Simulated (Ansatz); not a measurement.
Cu4Os, relaxed as a singlet with RKS B3LYP-D4/def2-SVP in Ansatz, starting from the GFN2-xTB geometry. Force threshold 0.02 eV/Å.

In the def2 sets Os takes a core potential; there is no spin–orbit coupling. The restricted singlet is unstable towards broken spin symmetry at other levels; at B3LYP-D4/def2-SVP this wasn't settled. At B3LYP-D4/def2-SVP a quintet of charge 0 lies 0.61 eV below the restricted singlet, each at its own geometry. Another isomer (singlet) lies 0.13 eV lower at PBE0-D4/def2-TZVP.

Start:

Cartesian coordinates in Å:
```
Os 0.045 -0.832 0.131
Cu -0.057 1.465 0.982
Cu 0.026 -1.238 -2.213
Cu -0.068 1.089 -1.384
Cu 0.054 -0.484 2.485
```

| step | energy (eV) | largest force component (eV/Å) | SCF passes |
| --- | --- | --- | --- |
| 1 | -181010.0082 | 0.513 | 142 |
| 2 | -181010.0455 | 0.133 | 83 |
| 3 | -181010.0491 | 0.033 | 52 |
| 4 | -181010.0624 | 0.137 | 52 |
| 5 | -181010.1529 | 0.259 | 53 |
| 6 | -181010.2783 | 0.375 | 51 |
| 7 | -181010.4305 | 0.284 | 50 |
| 8 | -181010.5249 | 0.283 | 48 |
| 9 | -181010.5605 | 0.204 | 44 |
| 10 | -181010.5632 | 0.083 | 35 |
| 11 | -181010.5637 | 0.014 | 34 |

Force components are those of the run's own axes.

End:

```csv
atom,x (Å),y (Å),z (Å)
Os1,0.982,-0.566,0.084
Cu2,-0.036,1.481,0.976
Cu3,-0.460,-1.304,-1.679
Cu4,-0.049,1.105,-1.388
Cu5,-0.437,-0.717,2.007
```

By distances, no bond broke or formed. The bond that changes most is Os1–Cu3, from 2.38 to 2.39 Å (atoms count from 1).

No frequencies were taken in this run, so the end may be a saddle point.

It took 74 s on 4 threads of Arm Neoverse V2 on a shared host, peak host memory 0.79 GiB.
